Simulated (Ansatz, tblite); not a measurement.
Cost and result up the ladder for Al8N7H22⁻, a nanocrystal cut from wurtzite AlN (hydrogen-capped) (37 atoms). Charge -1, multiplicity 1. Geometry: PBE-D4/def2-SVP.

```xyz
37

Al   -2.9723    1.3412   -0.1615
N    -3.1999    0.5667    1.6458
N    -1.5481    0.2795   -0.9221
Al   -1.0393   -1.2439    0.1470
Al    0.6312   -1.5292   -2.5738
N     0.3574   -2.1878   -0.7604
Al   -1.5917    0.5376    2.7995
N    -0.3058   -0.4436    1.7421
Al    1.9780   -2.3131    0.3144
Al   -0.0813    1.3876   -1.4799
N     1.2834    0.2782   -2.2351
N     0.6352    1.9863    0.2429
Al    1.2870    0.5912    1.4547
Al    2.9760    0.3945   -1.2806
N     2.5201   -0.4417    0.4173
H    -4.3587    1.1510   -0.9724
H    -2.4426    2.8498    0.1100
H    -3.5875   -0.3882    1.5674
H    -3.9281    1.1118    2.1333
H    -1.9078   -0.1430   -1.7996
H    -2.3105   -2.1901    0.4830
H    -0.8368   -1.4041   -3.2941
H     1.7030   -2.4169   -3.3937
H     0.0237   -3.1612   -0.8690
H    -1.9627   -0.2435    4.1662
H    -1.1407    2.0921    2.9020
H     0.0066   -1.2572    2.3061
H     1.5492   -2.7929    1.8229
H     3.1070   -3.2340   -0.3829
H    -0.4830    2.6094   -2.4449
H     1.4769    0.6744   -3.1714
H    -0.0736    2.5624    0.7297
H     1.4346    2.6111    0.0397
H     1.9572    1.1892    2.7884
H     4.1784   -0.3622   -2.0466
H     3.2634    1.9851   -0.9829
H     3.4024   -0.4463    0.9582
```

Ansatz on 2 threads of AMD EPYC 7R13 on a shared host and a share (18 GiB) of an NVIDIA H100 80GB HBM3; xTB runs through tblite on one thread. Times are rough, summed over both states, and most runs start from the orbitals of an earlier one. ωB97M-V/def2-TZVP serves as the yardstick here, not as an exact answer. The other state is a doublet.

The xTB rows come from tblite. Single mean-field runs in def2-TZVP are fitted with def2-universal-jkfit.

Run but left out: PBE-D4/def2-TZVP (neutral doublet: an occupied level 0.04 eV above an empty one).

Raw xTB energies of ions are shifted by several eV.

| level | functions | wall time |
| --- | --- | --- |
| GFN2-xTB | 122 | 0.23 s |
| GFN1-xTB | 144 | 0.23 s |
| PBE0-D4/def2-TZVP | 645 | 12 s |
| ωB97M-V/def2-TZVP (with forces) | 645 | 39 s |

(1) Estimate what each level gives for the vertical IE (eV).

Answers

(1) 
| level | vertical IE (eV) | difference from ωB97M-V/def2-TZVP (eV) |
| --- | --- | --- |
| GFN2-xTB | 9.12 | 2.61 |
| GFN1-xTB | 8.38 | 1.86 |
| PBE0-D4/def2-TZVP | 5.79 | -0.72 |
| ωB97M-V/def2-TZVP (with forces) | 6.51 | 0.00 |
